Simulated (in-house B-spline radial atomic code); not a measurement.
Configurations of Cu⁶⁺, with energies counted from [Ar] (3d3/2)4 (3d5/2)1. Method: Dirac-Hartree-Fock, average of each configuration as written, Fermi nucleus of rms radius 3.8823 fm. Calculated with a B-spline radial code for spherical atoms. Energies include first-order Breit, QED and recoil terms.

Occupations are held fixed; configurations that lie above the ionisation limit could autoionise.

```
                                        configuration  E - E(ref) (eV)  highest orbital  its <r> (bohr)
                               [Ar] (3d5/2)4 (4d3/2)1           79.433            4d3/2           2.134
                               [Ar] (3d5/2)4 (5p3/2)1            94.37            5p3/2           3.334
     [Ne] 3s2 (3p1/2)2 (3p3/2)3 (3d3/2)2 (3d5/2)3 5s1           163.74            5s1/2           3.092
[Ne] 3s2 (3p1/2)2 (3p3/2)3 (3d3/2)3 (3d5/2)2 (5f7/2)1           181.15            5f7/2           4.321
[Ne] 3s2 (3p1/2)2 (3p3/2)3 (3d3/2)1 (3d5/2)4 (5g9/2)1           185.11            5g9/2            3.92
[Ne] 3s2 (3p1/2)2 (3p3/2)3 (3d3/2)4 (3d5/2)1 (6g9/2)1           187.39            6g9/2           6.274
[Ne] 3s2 (3p1/2)2 (3p3/2)3 (3d3/2)1 (3d5/2)4 (7f5/2)1           197.89            7f5/2           9.378
```

Q: Order these further configurations by energy, lowest first.
A. [Ar] (3d3/2)2 (3d5/2)2 (6p3/2)1
B. [Ne] 3s2 (3p1/2)1 (3p3/2)4 (3d3/2)1 (3d5/2)4 7s1
C. [Ar] (3d3/2)1 (3d5/2)4
D. [Ar] (3d3/2)1 (3d5/2)3 7s1
E. [Ar] (3d3/2)1 (3d5/2)3 (4p3/2)1

A: C (1.9684 eV), E (60.73 eV), A (109.51 eV), D (116.46 eV), B (191.04 eV).

Q: How far above the reference does [Ar] (3d3/2)4 (6f5/2)1 lie?

A: 114.46 eV; its least bound orbital is 6f5/2 with <r> = 6.583 bohr.

Q: How far above the reference does [Ar] (3d3/2)2 (3d5/2)3 lie?

A: 1.9023 eV; its least bound orbital is 3d5/2 with <r> = 0.7271 bohr.

Q: How far above the reference does [Ar] (3d3/2)3 (3d5/2)2 lie?

A: 1.2461 eV; its least bound orbital is 3d5/2 with <r> = 0.7277 bohr.
